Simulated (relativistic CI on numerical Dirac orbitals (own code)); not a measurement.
# Sensitivity of the levels of Gd XXIII to α and to the nuclear radius

Method of calculation: Dirac-Coulomb-Breit CI, separate exchange-only KLI orbitals for each configuration, derivatives by finite differences, unscaled Slater integrals, QED left out (own radial code, finite nucleus).

Configurations in the expansion (outside the closed core [Ar] 3d10): 4s2.4p6.4d6, 4s2.4p5.4d7, 4s2.4p4.4d8, 4s.4p6.4d7, 4p6.4d8, 4s2.4p6.4d5.5s, 4s2.4p6.4d5.5p, 4s.4p5.4d8. Levels of other configurations are missing.

With x = (α/α₀)² − 1 an excitation energy changes as ω = ω₀ + qx; K = 2q/ω₀ is the relative enhancement. Terms are leading LS components, so labels can repeat. The field-shift factor is F = δν/δ⟨r²⟩ for the transition from the lowest level.

Lowest level 4s2.4p6.4d6 5D_4.

```tsv
Level	ω₀ (cm⁻¹)	q (cm⁻¹)	K	F (GHz/fm²)
4s2.4p6.4d6 3P_2	16138.7	-743.4	-0.0921	-0.273
4s2.4p6.4d6 5D_0	40345.7	21730	1.08	0.381
4s2.4p6.4d6 5D_3	40638.7	53830	2.65	0.932
4s2.4p6.4d6 5D_1	49978.6	55220	2.21	0.883
4s2.4p6.4d6 5D_4	57881.8	37040	1.28	0.758
4s2.4p6.4d6 3G_5	76748.9	44670	1.16	0.943
4s2.4p6.4d6 3H_6	78728.8	45830	1.16	1.04
4s2.4p6.4d6 3F_2	85634.2	50550	1.18	0.603
4s2.4p6.4d6 3F_3	88610.8	51270	1.16	0.894
4s2.4p6.4d6 5D_2	97206.9	90970	1.87	1.38
4s2.4p6.4d6 5D_0	113202.4	86150	1.52	1.59
4s2.4p6.4d6 3D_1	114148.7	60170	1.05	1.06
4s2.4p6.4d6 3G_4	114809.9	65900	1.15	1.35
4s2.4p6.4d6 3D_2	116447.2	67900	1.17	1.14
4s2.4p6.4d6 3P_0	121294.2	42580	0.702	0.621
4s2.4p6.4d6 3F_4	123923.7	95920	1.55	1.69
4s2.4p6.4d6 3F_3	128292.9	60860	0.949	1.2
4s2.4p6.4d6 3H_5	133828.6	103000	1.54	1.96
4s2.4p6.4d6 1F_3	135805.0	82620	1.22	1.32
4s2.4p6.4d6 3G_3	144623.5	102900	1.42	1.88
4s2.4p6.4d6 1I_6	147359.1	100700	1.37	2.09
4s2.4p6.4d6 3P_1	158099.9	104100	1.32	1.5
4s2.4p6.4d6 1D_2	162858.4	100800	1.24	1.33
```

At this charge energies of transitions that change n are usually good to better than 1 %, and those within a shell (Δn = 0) to a few per cent. Terms inside the open d or f shell come out 10 to 20 % too wide with unscaled integrals.
